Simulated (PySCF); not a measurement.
# Dipole response of P⁺ (phosphorus, charge +1)

[Ne] 3s2 3p2, high-spin 3P determinant. Calculation: PySCF 2.14, in aug-cc-pCVTZ-DK; scalar relativity by spin-free X2C-1e. Coupled (time-dependent) response in atomic units; α is the mean over directions.

```json
{"method": "UHF", "mean α (bohr³)": "14.46", "α xx, yy, zz": "14.03, 14.67, 14.67", "C₆ (like pair)": "75.05", "S(−4)": "69.79"}
{"method": "PBE", "mean α (bohr³)": "14.42", "α xx, yy, zz": "13.76, 14.74, 14.74", "C₆ (like pair)": "74.41", "S(−4)": "68.61"}
{"method": "PBE0", "mean α (bohr³)": "14.29", "α xx, yy, zz": "13.73, 14.57, 14.57", "C₆ (like pair)": "73.65", "S(−4)": "66.76"}
{"method": "revPBE", "mean α (bohr³)": "14.44", "α xx, yy, zz": "13.80, 14.76, 14.76", "C₆ (like pair)": "74.61", "S(−4)": "68.89"}
{"method": "wB97X-V", "mean α (bohr³)": "14.30", "α xx, yy, zz": "13.82, 14.54, 14.54", "C₆ (like pair)": "73.79", "S(−4)": "66.57"}
```

S(−4) is the Cauchy moment in α(ω) = α(0) + S(−4) ω² + …

α(iu) at UHF:

| u (hartree) | α(iu) (bohr³) |
| --- | --- |
| 0 | 14.46 |
| 0.0500 | 14.29 |
| 0.100 | 13.80 |
| 0.200 | 12.18 |
| 0.300 | 10.24 |
| 0.500 | 6.871 |
| 0.750 | 4.251 |
| 1.00 | 2.812 |
| 1.50 | 1.477 |
| 2.00 | 0.9184 |
| 3.00 | 0.4742 |
| 5.00 | 0.2158 |

For an ion, C₆ is the dispersion term alone; charge-induced terms of lower order in 1/R come first.

The components differ because the open shell of this determinant is not spherical; for a pure term their mean is the scalar polarisability.
